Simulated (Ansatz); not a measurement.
The same path of a periodic cell of 17 atoms, Nb16H (host Nb, host structure bcc, interstitial H) was run twice with different band settings. Lost on the way: Nb3–H17. Made: Nb2–H17.

Computed with DFT PBE-D3(BJ), scalar-relativistic, plane waves, PAW (Ansatz 0.2.0). Settings: cutoff 420 eV, k mesh 3x3x3, gaussian smearing 0.05 eV, no spin polarisation.

Relaxed end points:

```xyz
17
Lattice="6.6000 0.0000 0.0000 0.0000 6.6000 0.0000 0.0000 0.0000 6.6000" Properties=species:S:1:pos:R:3
Nb -0.003 -0.002 -0.001
Nb 3.308 -0.003 -0.001
Nb -0.038 3.261 -0.001
Nb 0.002 0.014 3.299
Nb 1.652 1.648 1.654
Nb 3.343 3.261 -0.001
Nb 3.302 0.014 3.299
Nb 4.952 1.632 1.649
Nb 0.003 3.308 3.299
Nb 1.652 4.984 1.689
Nb 1.652 1.648 4.944
Nb 3.302 3.308 3.299
Nb 4.952 4.937 1.649
Nb 4.952 1.632 4.949
Nb 1.652 4.984 4.909
Nb 4.952 4.937 4.949
H 1.653 4.122 -0.001
```

```xyz
17
Lattice="6.6000 0.0000 0.0000 0.0000 6.6000 0.0000 0.0000 0.0000 6.6000" Properties=species:S:1:pos:R:3
Nb 0.000 0.005 -0.003
Nb 3.336 0.040 -0.003
Nb 0.000 3.294 -0.003
Nb -0.016 0.000 3.297
Nb 1.660 1.650 1.646
Nb 3.336 3.260 -0.003
Nb 3.288 -0.001 3.297
Nb 4.965 1.650 1.647
Nb -0.016 3.299 3.297
Nb 1.613 4.950 1.687
Nb 1.660 1.650 4.947
Nb 3.288 3.300 3.297
Nb 4.949 4.950 1.653
Nb 4.965 1.650 4.947
Nb 1.612 4.950 4.906
Nb 4.949 4.950 4.941
H 2.474 4.950 -0.004
```

Common settings: climbing image yes; force threshold 0.05 eV/Å; end points relaxed.

| run | movable images | spring | optimiser | start path | iteration limit |
| --- | --- | --- | --- | --- | --- |
| 1 | 5 | 1.0 eV/Å² | quadratic models (default) | straight line | 31 |
| 2 | 3 | 50.0 eV/Å² | fire | default | 50 |

Q: What does each run give, and how far can it be trusted?

A: Run 1: converged after 4 iterations, highest image 0.194 eV above the first end. By the program's own check the climbing image is of a kind that is not told: the force calls were inconclusive, a negative curvature could not be distinguished from the path's own, the only one lies far off the path, or fixed occupations may fill a level only in part (lowest curvatures found: -2.67 and 4.43 eV/Å²).
Run 2: converged after 12 iterations, highest image 0.194 eV above the first end. The order of the point at the top wasn't checked.
Limits of this set-up: coarse k mesh, odd electron count without spin, a small cell, in which the defect meets its images, a typed lattice constant that wasn't relaxed here.
